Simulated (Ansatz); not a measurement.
Stepwise reaction of `[OH][Al]([OH])[SH]` with hydrogen fluoride, as a gas-phase model of exchange steps in deposition or etching. ΔE in kJ/mol.

Computed with Ansatz on PBE0-D4/def2-TZVP structures; ΔE is electronic, products minus reactants. CBS: MP2 limit from def2 TZ/QZ plus the TZ coupled-cluster correction, frozen cores. This one scheme is used for every species. DFT in def2-TZVPP. B3LYP here is the variant with VWN-RPA as its local correlation; programs differ in this. One conformer a species, not always the lowest.

| step | reaction | PBE-D4 | B3LYP-D4 | ωB97M-V | CCSD(T)/CBS |
| --- | --- | --- | --- | --- | --- |
| 1 | `[OH][Al]([OH])[SH]` + H–F → `[OH][Al]([F])[SH]` + H₂O | -48.6 | -49.5 | -49.2 | -49.3 |
| 2 | `[OH][Al]([F])[SH]` + H–F → `[F][Al]([F])[SH]` + H₂O | -44.9 | -46.4 | -46.0 | -46.6 |

Problem. By hand: ΔE of the 2 steps together at CCSD(T)/CBS.

Solution. (-49.3) + (-46.6) = -95.9 kJ/mol, or -48.0 kJ/mol a step.

In ΔE the steps differ by no more than 2.7 kJ/mol. All are downhill at CCSD(T)/CBS. PBE-D4 differs from CCSD(T)/CBS by 0.7 to 1.7 kJ/mol a step. Isolated molecules leave out the surface, adducts and barriers. Largest T1 diagnostic: 0.012.
